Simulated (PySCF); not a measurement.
## Electron correlation in Ge⁺ (germanium, charge +1)

[Ar] 3d10 4s2 4p1, 2P determinant. Calculation: PySCF 2.14, in aug-cc-pVQZ-PP with ECP10MDF (7s6p5d3f2g, 89 functions); scalar relativity through the core potential. Frozen: 3s2 3p6 3d10; 3 electrons correlated.

```tsv
level	correlation energy (mhartree)
CCSD	-52.46
(T)	-0.86
CCSD(T)	-53.32
```

Diagnostics: T1 = 0.011, D1 = 0.0243, largest double amplitude 0.092.

Question: Is a single reference adequate?

Answer: Mostly. T1 lies below 0.03, but a double amplitude of this size points to a near-degeneracy that CCSD handles and MP2 describes poorly.
